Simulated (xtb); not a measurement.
Au2H6S2Si3, SMILES [Au][S][SiH2][SiH2][SiH2][S][Au], multiplicity 1. All values are semi-empirical tight-binding results from xtb (GFN2-xTB unless named), good for trends rather than for accurate numbers. The structure is a stationary point at GFN2-xTB. The spin state was assumed, not searched. One conformer was computed; it need not be the lowest.

For metal compounds this method's bond lengths and energies can be far off.

```
Quantity                                       Value
-------------------------------------  -------------
orbital gap                                  2.76 eV
zero-point energy                      33.7 kcal/mol
G − E(el) at 298.15 K (modified RRHO)   4.4 kcal/mol
```
